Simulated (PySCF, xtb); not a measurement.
Sb(Br)(SiH3)2 (BrH₆SbSi₂), SMILES [SiH3][Sb]([SiH3])[Br].

GFN2-xTB (xtb) at its own geometry gives an orbital gap of 2.98 eV and a dipole moment of 6.62 D.

Geometry optimised at B3LYP-D3(BJ)/def2-SVP. The def2 effective core potentials stand for the cores of Sb; spin–orbit coupling is left out.

What does B3LYP/def2-TZVP (PySCF) give? (Estimate from the structure and the level; the computed values follow.)

gap 4.48 eV (levels -6.94 and -2.46 eV), dipole 2.42 D.
